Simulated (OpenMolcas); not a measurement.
**Cl II: Slater's ratio, the spin-orbit constant, thermal populations, worked from levels**

```json
{
  "Program": "OpenMolcas",
  "Basis": "ANO-RCC-VDZP [4s3p1d]",
  "Scalar Hamiltonian": "DKH2, point nucleus",
  "Active space": "6 electrons in 4 orbitals (3s 3p)",
  "State averaging": "2S+1 = 3 even, 3 roots; 2S+1 = 1 even, 6 roots; 2S+1 = 3 odd, 3 roots; 2S+1 = 1 odd, 3 roots",
  "Spin-orbit coupling": "state interaction with AMFI integrals over the reference wave functions, term energies averaged over their components"
}
```

Methods: CASSCF; SS-CASPT2, IPEA 0.25 Eh, imaginary shift 0.1 Eh (closed shells correlated: 2s 2p). Measured levels: NIST Handbook of Basic Atomic Spectroscopic Data.

**Slater's ratio.** With one set of orbitals, p4 has ¹D - ³P = 6 F2 and ¹S - ¹D = 9 F2 (F2 = F²/25), a ratio of 3/2. Term energies are centres of gravity, weighted by 2J + 1.

```tsv
Source	¹D - ³P	¹S - ³P	F2 from the first	Ratio
CASSCF	14065	26247	2344	0.866
SS-CASPT2	12785	28018	2131	1.191
measured	11311	27535	1885	1.434
```

Energies in cm-1. A ratio away from 3/2 shows effects beyond one configuration with one set of orbitals, and in heavier atoms second-order spin-orbit shifts. In CASSCF the valence s occupation is 1.93 in ¹S against 2.00 in ¹D: mixing out of s² acts most on ¹S and pulls it down.

**The spin-orbit constant.** For the Hund term ³P of p4, E(J) = (A/2) J(J+1) + constant and ζ = -2S·A = -2A. From J = 0 to J = 2 the energy changes by 3 A.

| Source | E(2) - E(0) | A | ζ |
| --- | --- | --- | --- |
| CASSCF | -952.1 | -317.4 | 635 |
| SS-CASPT2 | -955.5 | -318.5 | 637 |
| measured | -996.5 | -332.2 | 664 |

All in cm-1. SS-CASPT2 is off by -4.1 % and CASSCF by -4.5 %. Both methods take the spin-orbit matrix elements from the reference wave functions, so the second can move ζ only through the term energies and any multistate remixing. Second-order mixing with other terms is absorbed into this ζ.

**Thermal populations.** Z = Σ (2J + 1) exp(-E/kT) with k = 0.695035 cm-1/K, over the levels below. No other level of either list lies under 90000 cm-1, which is above 7 kT at each temperature.

```csv
Level,2J + 1,SS-CASPT2,measured
3s² 3p⁴ ³P₂,5,0.0,0.0
3s² 3p⁴ ³P₁,3,662,696
3s² 3p⁴ ³P₀,1,956,996
3s² 3p⁴ ¹D₂,5,13110,11654
3s² 3p⁴ ¹S₀,1,28350,27878
```

| T (K) | Z, SS-CASPT2 | Z, measured levels | Ground level (%), SS-CASPT2 | Ground level (%), measured levels |
| --- | --- | --- | --- | --- |
| 5000 | 8.354 | 8.381 | 59.8 | 59.7 |
| 8000 | 8.985 | 9.104 | 55.7 | 54.9 |
| 12000 | 9.734 | 9.919 | 51.4 | 50.4 |

At 12000 K, kT = 8340 cm-1, and the computed levels give Z = 5.000 + 2.771 + 0.892 + 1.038 + 0.033 = 9.734.

CASPT2 breaks the degeneracy within a term, and the mean is taken; among the terms shown or strongly mixed into the levels shown the widest spread is 130 cm-1 (3s² 3p⁴ ¹D, SS-CASPT2). Over all roots computed the reference weight is 0.88 to 0.96 in SS-CASPT2; the roots of lowest weight are the least certain, and an intruder state may touch them. Without dynamic correlation excited terms often stand tens of per cent too high (terms of higher spin than the ground term too low), and those without a measured partner can miss by more than the paired ones (holds for CASSCF). Computed and measured levels are paired by configuration, term and J; levels that our copy of the source lacks, or whose pairing is in doubt (as where it misses far off the trend of its configuration), stay unpaired and out of the deviations. Only configurations of the active space appear.
